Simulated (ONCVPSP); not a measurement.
# copper (Cu), ONCV: configuration errors across variants

```json
{"Element": "copper", "Generator": "ONCVPSP 4.0.1", "Type": "optimised norm-conserving Vanderbilt (ONCV)", "Functional": "PBEsol", "Relativity": "scalar-relativistic", "Frozen core": "[Ne]", "Valence charge": "19", "Reference configuration": "3s2 3p6 3d9 (charge +2)", "Partial waves": "3s: rc 1.00 bohr, ncon 4, nbas 9, qcut 12.9 1/bohr, 2 projectors, debl 2.8 Ha; 3p: rc 0.85 bohr, ncon 4, nbas 8, qcut 15.3 1/bohr, 2 projectors, debl 3.3 Ha; 3d: rc 0.80 bohr, ncon 4, nbas 8, qcut 19.8 1/bohr, local", "Local potential": "the d channel", "Core correction": "polynomial model core, fcfact 0.7"}
```

In the s channel the program set the typed energies aside and used -5.143, 0.250 Ha. In the p channel the program set the typed energies aside and used -3.581, 0.250 Ha.

All-electron excitation energies from the reference (eV): (1) 3s2 3p6 3d10 4s1 -29.419; (2) 3s2 3p6 3d10 -21.313; (3) 3s2 3p6 3d8 38.993; (4) 3s2 3p6 3d9 4s2 -27.432.

2 further variants failed, have other tests or too few solved ones, and are left out.

Errors AE − PS in meV (a dash: test not solved or not reliable):

```tsv
change	(1)	(2)	(3)	(4)	bound ghosts	GHOST(+) flags above zero
base	-1.1	-0.8	-4.4	+3.7	none	s
d: qcut 27.2	-0.5	0.0	-3.1	+3.7	none	s
core correction polynomial model core, fcfact 1.08	-1.1	-0.8	-4.4	+3.7	none	s
core correction none	-1.1	-0.8	-4.4	+3.9	none	s
d: nproj 1; local potential polynomial inside 0.50 bohr (lpopt 5, dvloc0 0 Ha)	-0.2	+0.5	-1.1	+3.9	none	s
s: qcut 13.6	-1.1	-0.8	-4.5	+3.6	none	s
s: qcut 9.9; p: qcut 11.7; d: qcut 15.1	-2.5	-2.7	-7.1	+4.2	none	s
```

Q: Give the same row for: all radii but the core radius scaled by about 0.78 (s 0.78, p 0.66, d 0.62 bohr).

A: –, -2.6, +2.5, +2.8; bound ghosts: none; GHOST(+) flags above zero: s.
